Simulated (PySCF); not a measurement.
**Levels of Fe²³⁺ from EOM-EA-GCCSD**

Reference: closed-shell Fe²⁴⁺, 1s2; one electron is added. Calculated with PySCF 2.14, two-component X2C-1e with screened spin-orbit coupling, an uncontracted even-tempered set (17 s from 3 bohr⁻², ratio 2.6; 11 p from 3.8 bohr⁻², ratio 2.6; 6 d from 3.9 bohr⁻², ratio 2.8; 3 f from 180 bohr⁻², ratio 2.8); frozen nothing; the 34 highest virtual spinors dropped; of the others 52 kept and the rest restored at second order. No Breit or QED terms. Binding energies in eV.

```json
{"level": "2s1/2", "Koopmans": "2046.2", "second order": "2046.3", "EOM-CCSD": "2046.3"}
{"level": "2p1/2", "Koopmans": "1998.0", "second order": "1998.3", "EOM-CCSD": "1998.3"}
{"level": "2p3/2", "Koopmans": "1981.0", "second order": "1981.4", "EOM-CCSD": "1981.4"}
```

Electric-dipole lines between these computed levels:

| lower | upper | ΔE (eV) | vacuum wavelength (nm) |
| --- | --- | --- | --- |
| 2s1/2 | 2p1/2 | 48.035 | 25.81 |
| 2s1/2 | 2p3/2 | 64.984 | 19.08 |

For comparison, the ionisation energy of Fe²³⁺ is 2045.8 eV (theoretical estimate listed by NIST; NIST Atomic Spectra Database, ionization energies).

Only part of the computed levels is shown.
